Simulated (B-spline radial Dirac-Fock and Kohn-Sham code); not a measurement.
## Elastic and transport cross sections of tellurium for electrons

Level of theory: relativistic (Dirac) partial waves in the static field of the Dirac-Fock atom with Furness-McCarthy exchange, without polarisation or absorption potentials; an atomic code on a B-spline grid. σ_tr1 and σ_tr2 weight the cross section with 1 − P₁ and 1 − P₂ of cos θ; "backward" is the share scattered beyond 90°.

| energy (eV) | σ (a₀²) | σ_tr1 (a₀²) | σ_tr2 (a₀²) | σ/σ_tr1 | backward (%) |
| --- | --- | --- | --- | --- | --- |
| 614 | 12.7 | 3.42 | 3.01 | 3.70 | 13 |
| 787 | 11.3 | 2.69 | 2.39 | 4.19 | 11 |
| 793 | 11.2 | 2.67 | 2.38 | 4.21 | 11 |
| 845 | 10.9 | 2.50 | 2.25 | 4.36 | 10 |
| 1000 | ? | ? | ? | ? | ? |
| 1330 | 8.72 | 1.50 | 1.52 | 5.81 | 6.7 |
| 1450 | 8.35 | 1.35 | 1.41 | 6.18 | 6.2 |
| 1470 | 8.29 | 1.33 | 1.40 | 6.24 | 6.2 |
| 1500 | 8.21 | 1.30 | 1.37 | 6.33 | 6.0 |
| 1580 | 8.00 | 1.22 | 1.31 | 6.57 | 5.8 |
| 2000 | 7.09 | 0.904 | 1.06 | 7.84 | 4.7 |
| 2120 | 6.87 | 0.839 | 1.00 | 8.20 | 4.4 |
| 3000 | 5.71 | 0.529 | 0.711 | 10.8 | 3.2 |
| 3180 | 5.53 | 0.488 | 0.670 | 11.3 | 3.1 |

Problem. Fill in the row for 1 keV.

Solution. σ = 10.0 a₀², σ_tr1 = 2.08 a₀², σ_tr2 = 1.94 a₀², σ/σ_tr1 = 4.82, backward 8.7 %. The ratio σ/σ_tr1 is roughly the number of elastic collisions that randomise the direction.

Values without a named source are computed, but for edge energies of neutral atoms, which are taken from tables.
